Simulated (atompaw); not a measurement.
# Cutoff test, silver (Ag), PAW (atompaw)

```json
{"Element": "silver (Ag)", "Generator": "atompaw 4.2.0.5", "Type": "PAW", "Functional": "PBE", "Relativity": "scalar-relativistic", "Frozen core": "[Ar] 3d10 4s2", "Valence charge": "17", "Reference configuration": "4p6 4d9 5s0 5p0 (charge +2)", "Partial waves": "5s (bound, empty): rc 2.64 bohr; 5s channel at -0.1 Ry: rc 2.64 bohr; 4p (bound): rc 1.96 bohr; 5p (bound, empty): rc 2.64 bohr; 4d (bound): rc 2.24 bohr; 4d channel at -1.05 Ry: rc 2.24 bohr", "Local potential": "bessel scheme, radius 2.08 bohr", "Core correction": "smooth core density matched at 2.46 bohr", "Augmentation charge": "sinc compensation charge, radius 2.12 bohr; PAW radius 2.64 bohr; waves and projectors: custom rrkj gramschmidtortho"}
```

The pseudo-atom Hamiltonian at the reference potential is diagonalised in spherical Bessel functions j_l(qr) that vanish at 20 bohr, with q² up to the cutoff. All-electron valence levels (Ry): 5s -1.5282, 4p -5.9517, 5p -1.0544, 4d -2.1235.

Question: How do the lowest levels (Ry) of each channel move with the cutoff, and are there ghosts?

Answer:

| cutoff (Ry) | s #1 | s #2 | p #1 | p #2 | d #1 | d #2 | f #1 | f #2 | Σ f·Δε (mRy) |
| --- | --- | --- | --- | --- | --- | --- | --- | --- | --- |
| 8 | -1.5281 | -0.5515 | -4.7329 | -1.0542 | -1.9605 | -0.4641 | -0.2807 | -0.1615 | 8779.3 |
| 12 | -1.5282 | -0.5515 | -5.7761 | -1.0544 | -2.0919 | -0.4804 | -0.2809 | -0.1616 | 1338.4 |
| 18 | -1.5282 | -0.5515 | -5.9441 | -1.0544 | -2.1214 | -0.4914 | -0.2809 | -0.1616 | 64.7 |
| 30 | -1.5282 | -0.5515 | -5.9512 | -1.0544 | -2.1232 | -0.5150 | -0.2809 | -0.1616 | 5.6 |
| 40 | -1.5282 | -0.5515 | -5.9516 | -1.0544 | -2.1234 | -0.5174 | -0.2809 | -0.1616 | 0.9 |
| 50 | -1.5282 | -0.5515 | -5.9516 | -1.0544 | -2.1235 | -0.5179 | -0.2809 | -0.1616 | 0.5 |
| 400 | -1.5282 | -0.5515 | -5.9517 | -1.0544 | -2.1235 | -0.5179 | -0.2809 | -0.1616 | 0.0 |

Result: no extra level below or beside the all-electron valence levels (s, p, d, f tested); 10 mRy is reached at 25 Ry and 1 mRy at 40 Ry.
